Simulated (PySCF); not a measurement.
Structure with atom numbers: `[F:1][CH2:2]/[CH:3]=[C:4](/[Cl:5])[CH2:6][F:7]`. Hydrogens are named by the atom that carries them.

- shielding tensors at PBE0/pcSseg-1 (GIAO)
- geometry: GFN2-xTB
- program: PySCF 2.14.0 with density-fitted response routines
- gas phase, a single conformation, fast rotation and ring inversion assumed for equivalent nuclei, relativity neglected

Problem. Predict the 2D correlation tables (HSQC, COSY, HMBC).

Solution. 

HSQC (one-bond C–H):
| δH | δC |
| --- | --- |
| 6.45 (H(C3)) | 138.7 (C3) |
| 5.71 (H(C2)) | 83.5 (C2) |
| 5.23 (H(C6)) | 87.8 (C6) |

COSY cross peaks (H two or three bonds apart, from the bond graph; peaks can be absent where the dihedral angle is near 90°):
| δH | δH |
| --- | --- |
| 6.45 (H(C3)) | 5.71 (H(C2)) |

HMBC (two and three bonds, from the bond graph; two-bond peaks within aromatic rings are usually weak or absent):
| δH | δC |
| --- | --- |
| 6.45 (H(C3)) | 134.5 (C4), 87.8 (C6), 83.5 (C2) |
| 5.71 (H(C2)) | 138.7 (C3), 134.5 (C4) |
| 5.23 (H(C6)) | 138.7 (C3), 134.5 (C4) |

δ = σ(ref) − σ, references computed at the same level: TMS for ¹H (31.72 ppm) and ¹³C (186.93 ppm).

Carbons that carry Cl, above all several Cl atoms, come out too deshielded, partly because spin–orbit coupling is missing. Shifts are as computed. Against solution values, carbons near 30 ppm lie about +3 ppm off and those near 130 ppm about +5 ppm; carbons on Cl a further +6 ppm (rms about the fit 2.1 ppm; single classes can miss by 10 ppm). Of 1328 compounds with measured shifts, 309 miss one by over three times the rms of a fit or turn the order of signals round; such compounds aren't used in these exercises. Signals without a measured value on file couldn't be tested in this way; 1H shifts scatter by 0.2 ppm about their fit, and single ones miss by 0.5 ppm.
